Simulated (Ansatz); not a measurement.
Start from `[CH3][Al]([OH])[SiH2]O` and change one atom or group to get `C[CH2][Al]([CH3])[OH]`.

Ansatz, PBE0-D4/def2-TZVP geometries, multiplicity 1. Each molecule was computed in one conformer, which needn't be the lowest.

| property | `[CH3][Al]([OH])[SiH2]O` |
| --- | --- |
| HOMO–LUMO gap (PBE/def2-TZVPP) / eV | 3.85 |
| LUMO energy (PBE/def2-TZVPP) / eV | -1.89 |
| LUMO energy (PBE0/def2-TZVPP) / eV | -1.15 |
| HOMO energy (ωB97M-V/def2-TZVPP) / eV | -8.94 |
| HOMO–LUMO gap (ωB97M-V/def2-TZVPP) / eV | 9.43 |
| HOMO energy (B3LYP/def2-TZVPP) / eV | -6.73 |

**Question.** What does the change do to each property? (Best estimate.)

**Answer.** Computed: 
| property | `C[CH2][Al]([CH3])[OH]` | shift |
| --- | --- | --- |
| HOMO–LUMO gap (PBE/def2-TZVPP) / eV | 5.24 | 1.39 |
| LUMO energy (PBE/def2-TZVPP) / eV | -0.72 | 1.17 |
| LUMO energy (PBE0/def2-TZVPP) / eV | 0.06 | 1.21 |
| HOMO energy (ωB97M-V/def2-TZVPP) / eV | -9.46 | -0.52 |
| HOMO–LUMO gap (ωB97M-V/def2-TZVPP) / eV | 11.01 | 1.58 |
| HOMO energy (B3LYP/def2-TZVPP) / eV | -7.04 | -0.31 |

With PBE0 the HOMO falls by 0.33 eV and the LUMO rises by 1.21 eV, so the gap widens by about 1.54 eV. PBE moves the HOMO by -0.23 eV and ωB97M-V by -0.52 eV.

B3LYP here is the variant with VWN-RPA as its local correlation; programs differ in this.
